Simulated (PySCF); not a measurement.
Computed shifts of a molecule C2H5FN2Si, PBE0/pcSseg-1 in PySCF, GIAO, gas phase, atoms alike by connectivity averaged where their shifts nearly agree, in ppm (number of nuclei): ¹⁵N: 529.2 (1), 25.5 (1). ²⁹Si: -5.3 (1). ¹³C: 210.7 (1), 120.1 (1). ¹⁹F: -200.3 (1). ¹H: 9.41 (1), 6.59 (1), 5.96 (1), 1.57 (2). References: ¹⁵N against NH3 (σ = 267.4 ppm); ²⁹Si against TMS (σ = 352.7 ppm); ¹³C against TMS (σ = 186.3 ppm); ¹⁹F against CFCl3 (σ = 167.2 ppm); ¹H against TMS (σ = 31.56 ppm), references at their B3LYP-D3(BJ)/def2-TZVP geometries, non-relativistic. The structure is a stationary point at PBE0-D3(BJ)/def2-SVP. The values are those of a single conformer.

Question: Identify the compound among the candidates.
(A) N[Si@@H]1C=N[C@@H]1F
(B) C#C[Si](N)(N)F
(C) N#C[C@H](F)[SiH2]N
(D) N#CC[Si@@H](N)F

Answer: A, N[Si@@H]1C=N[C@@H]1F
